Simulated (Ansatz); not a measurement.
Reaction (atomization): `[CH3][Ge]([F])([F])[Br]` → Br• + C• + 2 F• + Ge• + 3 H•

Program: Ansatz. Geometries: PBE0-D4/def2-TZVP. ΔE: electronic, gas phase. CCSD(T)/CBS adds triple-zeta CCSD(T) − MP2 to the extrapolated MP2 energy (def2 sets, frozen cores). This one scheme is used for every species, atoms too. DFT in def2-TZVPP. B3LYP here is the variant with VWN-RPA as its local correlation; programs differ in this. No spin–orbit coupling; open shells (•) take unrestricted orbitals. Spin–orbit coupling would lower the free atoms: a little for C, F; clearly for Br, Ge. Bonds to Br, Ge are less sure, by a few kJ/mol each and by 10 to 20 or more in all where they break to atoms, as the def2 sets lack core-valence functions. Scalar relativity is left out up to krypton.

`[CH3][Ge]([F])([F])[Br]`:

Cartesian coordinates in Å:
```
C -1.027 0.138 -0.378
Ge 0.752 -0.172 0.270
F 0.739 -1.244 1.615
F 1.704 -0.986 -0.910
Br 1.905 1.683 0.900
H -0.985 0.791 -1.249
H -1.619 0.609 0.406
H -1.470 -0.819 -0.653
```

| level | ΔE (kJ/mol) | difference from CCSD(T)/CBS |
| --- | --- | --- |
| PBE-D4 | 2916.2 | 30.7 |
| revPBE-D4 | 2829.8 | -55.7 |
| r2SCAN-D4 | 2886.1 | 0.6 |
| B3LYP-D4 | 2835.7 | -49.8 |
| BHLYP-D4 | 2748.1 | -137.4 |
| CAM-B3LYP-D4 | 2861.7 | -23.8 |
| ωB97M-V | 2854.6 | -30.9 |
| B2PLYP | 2831.9 | -53.6 |
| PBE-QIDH | 2856.5 | -29.0 |
| CAM-B3LYP | 2845.8 | -39.7 |
| CCSD(T)/def2-SVP | 2691.6 | -193.9 |
| SCS-MP2/def2-TZVPP | 2850.7 | -34.8 |
| CCSD(T)/def2-TZVPP | 2816.0 | -69.5 |
| HF/def2-QZVPP | 2097.7 | -787.8 |
| MP2/CBS(def2) | 2970.7 | 85.2 |
| CCSD/CBS(def2) | 2836.7 | -48.8 |
| CCSD(T)/CBS | 2885.5 | 0 |

Largest T1 diagnostic among the species: 0.010.

At CCSD(T), def2-SVP lies −193.9 kJ/mol from the extrapolated value and def2-TZVPP −69.5 kJ/mol: correlation converges slowly with the basis, and small sets miss more of it in the bonded molecule than in its fragments. From BLYP to BHLYP (50 % exact exchange), in def2-TZVPP and without D4, ΔE moves by −77.8 kJ/mol: exact exchange takes away binding that semilocal exchange gives to molecules.

For atomizations the MP2-based limit and the directly extrapolated one differ by several kJ/mol either way, and by 10 to 25 for some Ge, Se and Sn compounds, so smaller differences from it don't rank the levels.
